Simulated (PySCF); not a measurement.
## Orbital picture of Rb₂

PBE at R = 4.304 Å; PySCF, scalar-relativistic core potentials, basis sets Rb def2-SVP with ECP28. State: ¹Σg⁺ (singlet), closed shell. Only the outer orbitals are listed.

```json
{"orbital": "σg", "occ.": "2", "ε (eV)": "-15.79", "main shells (%)": "100 p"}
{"orbital": "πu", "occ.": "2", "ε (eV)": "-15.75", "main shells (%)": "100 p"}
{"orbital": "πu", "occ.": "2", "ε (eV)": "-15.75", "main shells (%)": "100 p"}
{"orbital": "πg", "occ.": "2", "ε (eV)": "-15.74", "main shells (%)": "100 p"}
{"orbital": "πg", "occ.": "2", "ε (eV)": "-15.74", "main shells (%)": "100 p"}
{"orbital": "σu", "occ.": "2", "ε (eV)": "-15.69", "main shells (%)": "100 p"}
{"orbital": "σg", "occ.": "2", "ε (eV)": "-2.48", "main shells (%)": "94 s"}
{"orbital": "σu", "occ.": "0", "ε (eV)": "-1.61", "main shells (%)": "105 s"}
{"orbital": "πu", "occ.": "0", "ε (eV)": "-0.87", "main shells (%)": "93 p"}
{"orbital": "πu", "occ.": "0", "ε (eV)": "-0.87", "main shells (%)": "93 p"}
```

**Question.** Which are the highest filled and the lowest empty level, where do they sit, and how wide is the gap?

**Answer.** Highest filled σg at -2.48 eV (in %: 94 s); lowest empty σu at -1.61 eV (in %: 105 s); the gap at PBE is 0.87 eV.

```
bond order (Mayer)             : 0.99
⟨S²⟩                           : 0.000
polarisability along the bond  : 770.3 bohr³
polarisability across the bond : 408.3 bohr³
```

Shares are Mulliken populations and can fall outside 0 to 100 %.

Closed-shell solutions of metal pairs were not tested for spin polarisation, which can lower them a little.
